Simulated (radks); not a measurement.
Task: These are the eigenvalues of the occupied orbitals of an atom or ion with whole-number occupations (Ry). All-electron calculation, scalar-relativistic Kohn-Sham, XLYP, spin-polarised, spherical densities, point nucleus. Program: a radial shooting solver on a logarithmic mesh with Libxc functionals.

orbital  eigenvalue
1s up     -6480.413
1s down   -6480.412
2s up     -1160.178
2s down   -1160.178
2p up     -995.1567
2p down   -995.1559
3s up     -279.5009
3s down   -279.5001
3p up     -232.1990
3p down   -232.1982
3d up     -184.0064
3d down   -184.0056
4s up     -64.29290
4s down   -64.29162
4p up     -48.79578
4p down   -48.79441
4d up     -30.87652
4d down   -30.87496
5s up     -11.92340
5s down   -11.91955
4f up     -11.09264
4f down   -11.09083
5p up      -7.62886
5p down    -7.62447
5d up      -2.84839
5d down    -2.83545
6p up      -1.19064
7s down    -0.53490
7s up      -0.52886

Which element is it, and in what charge state? The configuration may be excited. Open shells, if any, are filled with parallel spins first.

Result: Z = 82, lead, charge +1: Pb+ in [Xe] 4f14 5d10 6p1 7s2. The list shows which subshells hold electrons but not how many an open one holds; the 1s level, -3240.2 hartree, gives Z - s = 80.5 by -(Z - s)^2/2, which with screening and relativity narrows Z to a few neighbours, and the depths of the outer levels then fix element, charge and occupations together.
